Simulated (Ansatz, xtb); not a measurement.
## C4H2BrF2N: 4 structures ranked

4 gas-phase structures of C4H2BrF2N, from a drawn sample of its isomers (lower ones may exist). Each was relaxed with GFN2-xTB:

A. `N#C/C(=C/Br)C(F)F`, a singlet
B. `N#C/C(=C\Br)C(F)F`, a singlet
C. `Fc1c[nH]c(F)c1Br`, a singlet
D. `N#CCC(Br)=C(F)F`, a singlet

Task: Estimate their order in r2SCAN-D4/def2-SVP energy at these geometries, lowest first.

Result: Calculated order at r2SCAN-D4/def2-SVP: C (0.000), B (0.547), A (0.559), D (0.710) eV. Less than 1 kcal/mol parts B and A, so the order within that pair means little. CCSD(T)/def2-SVP + ΔMP2/def2-TZVPP after further relaxation puts B lowest instead.

Energies above the lowest of each column, in eV; the last columns are at B3LYP/def2-SVP geometries:

| structure | GFN2-xTB | HF/STO-3G | r2SCAN-D4/def2-SVP | B3LYP/def2-SVP | CCSD(T)/def2-SVP + ΔMP2/def2-TZVPP |
| --- | --- | --- | --- | --- | --- |
| C | 0.000 | 0.000 | 0.000 | 0.000 | 0.095 |
| B | 1.600 | 0.738 | 0.547 | 0.298 | 0.000 |
| A | 1.634 | 0.749 | 0.559 | 0.346 | 0.039 |
| D | 1.596 | 0.487 | 0.710 | 0.503 | 0.261 |

CCSD(T)/def2-SVP + ΔMP2/def2-TZVPP puts B lowest, with A within 1 kcal/mol; GFN2-xTB picks C, HF/STO-3G picks C, r2SCAN-D4/def2-SVP picks C, B3LYP/def2-SVP picks C. CCSD(T)/def2-SVP + ΔMP2/def2-TZVPP orders those it was run on as B (0.000), A (0.039), C (0.095), D (0.261) eV. Less than 1 kcal/mol parts B and A, so the order within that pair means little. Flexible structures stand in one conformer each, not always the lowest. ΔMP2 is the change of the MP2 energy from the smaller to the larger basis.

Over these structures GFN2-xTB departs from r2SCAN-D4/def2-SVP by 0.377 eV on average once a common shift is removed. A GFN2-xTB relaxation took about 0.098 s and the r2SCAN-D4/def2-SVP energy about 3.3 s on a shared host (Ansatz 0.2.0, xtb 6.7.1).
